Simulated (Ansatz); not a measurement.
The lowest singlet and triplet of CH3N (SMILES C=N); geometries from B3LYP-D3(BJ)/def2-TZVP, each state relaxed from the structure named, with no frequency check.
Singlet at the triplet's geometry (charge 0, multiplicity 1):
```xyz
5

C     -0.6012     0.1181    -0.2142
N      0.6486    -0.1339     0.2795
H     -1.2983    -0.7182    -0.2436
H     -1.0281     1.0971    -0.0005
H      1.3938    -0.1503    -0.4268
```

A positive gap puts the triplet lower; no zero-point energy. R- takes a restricted singlet. U- takes an unrestricted singlet (broken symmetry where lower, unprojected). The triplet is unrestricted in single-reference levels.

Programs: Ansatz (Gaussian orbitals). 

**Question.** One of these levels gives -12.17 kcal/mol for the gap E(singlet) − E(triplet), vertical, at the triplet's geometry. Which one is it?
A. R-BHLYP/def2-TZVPP
B. U-r2SCAN/def2-TZVPP (spin-contaminated)
C. R-HF/cc-pVQZ
D. R-SVWN5/def2-TZVPP

**Answer.** D, R-SVWN5/def2-TZVPP. The others give 23.73 (R-HF/cc-pVQZ), 0.83 (U-r2SCAN/def2-TZVPP (spin-contaminated)), 3.15 (R-BHLYP/def2-TZVPP)

Doubts at one or more of the structures used: a restricted determinant that unrestricted orbitals would lower (R-HF/cc-pVQZ, R-BHLYP/def2-TZVPP).

Ansatz is a first-principles code.
